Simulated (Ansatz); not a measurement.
Ansatz (an electronic-structure program) input (MP2/6-31G*):

Ansatz 0.2 input:
```yaml
crystal:
  periodic: [false, false, false]
  atoms:
    - {symbol: N, position_ang: [-1.64459000, -0.90253400, 0.02932600]}
    - {symbol: B, position_ang: [-0.47632000, -0.26594600, 0.00803100]}
    - {symbol: Cl, position_ang: [1.15216600, -1.12651700, -0.19947100]}
    - {symbol: Cl, position_ang: [-0.19150300, 1.59285900, 0.17614900]}
    - {symbol: H, position_ang: [-2.43754200, -0.28035000, 0.15103100]}
basis:
  gaussian:
    orbitals: 6-31G*
total_charge: -1
magnetization: {spin_polarized: false}
correlation: {method: mp2, electrons: outside_noble_gas}
relax: {f_tol: 0.003, max_steps: 120}
```

Output:

```
Functional definition: HF
these checks for a lower state are left out or cut short: cluster_reference
integrals: 0.02 GiB planned
740 factors; integrals over basis functions are off by at most 3.6e-4 eV
mean field: 0.17 GiB planned
mean field evaluation 1: about -27175.8837 eV, gradient 3.3e1 eV
mean field evaluation 2: about -27175.9385 eV, gradient 3.3e1 eV
mean field evaluation 4: about -27178.7761 eV, gradient 2.8e0 eV
mean field evaluation 8: about -27178.8308 eV, gradient 1.4e-1 eV
mean field -27178.83095553 eV, -998.8036151423 hartree, gradient 1.4e-6 eV, S^2 0.000000; 0 other end points of the search recorded, 0 dependent functions left out
12 core orbitals not correlated
reference -27178.83095553 eV, -998.8036151423 hartree; 12, 12 occupied and 46, 46 virtual orbitals, 740 factors
densities: 0.12 GiB planned
second order -13.83692102 eV of doubles, -0.00000000 eV of singles
the calculation of the forces begins
mean field evaluation 16: about -27178.7549 eV, gradient 4.0e-1 eV
relax step   1: F+E_penalty+E_count = -27192.66787655 eV  Δ(F+E_penalty+E_count) = +0.000e0 eV  max|allowed force component| = 6.446e-1 eV/Å  Δτ_max = 0.0000 Å  (53 SCF iters, accepted)
these checks for a lower state are left out or cut short: starts, cluster_reference, orbital_swaps, neighbouring_geometries, increment
integrals: 0.02 GiB planned
740 factors; integrals over basis functions are off by at most 3.6e-4 eV
mean field: 0.17 GiB planned
mean field -27178.82297872 eV, -998.8033220000 hartree, gradient 2.8e-6 eV, S^2 0.000000; 0 other end points of the search recorded, 0 dependent functions left out
12 core orbitals not correlated
reference -27178.82297872 eV, -998.8033220000 hartree; 12, 12 occupied and 46, 46 virtual orbitals, 740 factors
densities: 0.12 GiB planned
second order -13.85223065 eV of doubles, -0.00000000 eV of singles
the calculation of the forces begins
relax step   2: F+E_penalty+E_count = -27192.67520937 eV  Δ(F+E_penalty+E_count) = -7.333e-3 eV  max|allowed force component| = 3.367e-1 eV/Å  Δτ_max = 0.0088 Å  (44 SCF iters, accepted)
these checks for a lower state are left out or cut short: starts, cluster_reference, orbital_swaps, neighbouring_geometries, increment
integrals: 0.02 GiB planned
740 factors; integrals over basis functions are off by at most 3.7e-4 eV
mean field: 0.17 GiB planned
mean field evaluation 32: about -27178.8096 eV, gradient 3.1e-4 eV
mean field -27178.80964746 eV, -998.8028320853 hartree, gradient 2.7e-6 eV, S^2 0.000000; 0 other end points of the search recorded, 0 dependent functions left out
12 core orbitals not correlated
reference -27178.80964746 eV, -998.8028320853 hartree; 12, 12 occupied and 46, 46 virtual orbitals, 740 factors
densities: 0.12 GiB planned
second order -13.86993712 eV of doubles, -0.00000000 eV of singles
the calculation of the forces begins
relax step   3: F+E_penalty+E_count = -27192.67958458 eV  Δ(F+E_penalty+E_count) = -4.375e-3 eV  max|allowed force component| = 6.265e-2 eV/Å  Δτ_max = 0.0174 Å  (53 SCF iters, accepted)
these checks for a lower state are left out or cut short: starts, cluster_reference, orbital_swaps, neighbouring_geometries, increment
integrals: 0.02 GiB planned
740 factors; integrals over basis functions are off by at most 3.7e-4 eV
mean field: 0.17 GiB planned
mean field -27178.80946356 eV, -998.8028253272 hartree, gradient 5.3e-6 eV, S^2 0.000000; 0 other end points of the search recorded, 0 dependent functions left out
12 core orbitals not correlated
reference -27178.80946356 eV, -998.8028253272 hartree; 12, 12 occupied and 46, 46 virtual orbitals, 740 factors
densities: 0.12 GiB planned
second order -13.87054601 eV of doubles, -0.00000000 eV of singles
the calculation of the forces begins
relax step   4: F+E_penalty+E_count = -27192.68000958 eV  Δ(F+E_penalty+E_count) = -4.250e-4 eV  max|allowed force component| = 4.149e-2 eV/Å  Δτ_max = 0.0079 Å  (38 SCF iters, accepted)
these checks for a lower state are left out or cut short: starts, cluster_reference, orbital_swaps, neighbouring_geometries, increment
integrals: 0.02 GiB planned
740 factors; integrals over basis functions are off by at most 3.7e-4 eV
mean field: 0.17 GiB planned
mean field -27178.81076853 eV, -998.8028732839 hartree, gradient 5.0e-6 eV, S^2 0.000000; 0 other end points of the search recorded, 0 dependent functions left out
12 core orbitals not correlated
reference -27178.81076853 eV, -998.8028732839 hartree; 12, 12 occupied and 46, 46 virtual orbitals, 740 factors
densities: 0.12 GiB planned
second order -13.86932758 eV of doubles, -0.00000000 eV of singles
the calculation of the forces begins
relax step   5: F+E_penalty+E_count = -27192.68009611 eV  Δ(F+E_penalty+E_count) = -8.654e-5 eV  max|allowed force component| = 1.421e-2 eV/Å  Δτ_max = 0.0050 Å  (38 SCF iters, accepted)
these checks for a lower state are left out or cut short: starts, cluster_reference, orbital_swaps, neighbouring_geometries, increment
integrals: 0.02 GiB planned
740 factors; integrals over basis functions are off by at most 3.7e-4 eV
mean field: 0.17 GiB planned
mean field evaluation 64: about -27178.8108 eV, gradient 2.7e-6 eV
mean field -27178.81082983 eV, -998.8028755368 hartree, gradient 2.7e-6 eV, S^2 0.000000; 0 other end points of the search recorded, 0 dependent functions left out
12 core orbitals not correlated
reference -27178.81082983 eV, -998.8028755368 hartree; 12, 12 occupied and 46, 46 virtual orbitals, 740 factors
densities: 0.12 GiB planned
second order -13.86926907 eV of doubles, -0.00000000 eV of singles
the calculation of the forces begins
relax step   6: F+E_penalty+E_count = -27192.68009890 eV  Δ(F+E_penalty+E_count) = -2.791e-6 eV  max|allowed force component| = 6.892e-4 eV/Å  Δτ_max = 0.0002 Å  (35 SCF iters, accepted)
these checks for a lower state are left out or cut short: cluster_reference
integrals: 0.02 GiB planned
740 factors; integrals over basis functions are off by at most 3.7e-4 eV
mean field: 0.17 GiB planned
mean field -27178.81082983 eV, -998.8028755368 hartree, gradient 2.7e-6 eV, S^2 0.000000; 1 other end points of the search recorded, 0 dependent functions left out
12 core orbitals not correlated
reference -27178.81082983 eV, -998.8028755368 hartree; 12, 12 occupied and 46, 46 virtual orbitals, 740 factors
densities: 0.12 GiB planned
second order -13.86926907 eV of doubles, -0.00000000 eV of singles
the calculation of the forces begins
Total energy: -27192.68009890 eV, -999.3125617742 hartree
Atom 0 at    -1.645467    -0.923401     0.027268 Å, force     0.000303     0.000590     0.000038 eV/Å
Atom 1 at    -0.475811    -0.261416     0.008454 Å, force    -0.000649    -0.000467     0.000000 eV/Å
Atom 2 at     1.139836    -1.119849    -0.197884 Å, force    -0.000516     0.000272     0.000066 eV/Å
Atom 3 at    -0.201349     1.582336     0.175804 Å, force     0.000173     0.000021    -0.000011 eV/Å
Atom 4 at    -2.414998    -0.260158     0.151424 Å, force     0.000689    -0.000416    -0.000093 eV/Å
Dipole moment:     0.234947     0.403935     0.023786 e Å
Checks for a lower state left out: cluster_reference
```

The dipole moment of an ion depends on the origin.

The geometry given is a B3LYP-D3(BJ)/def2-TZVP minimum.
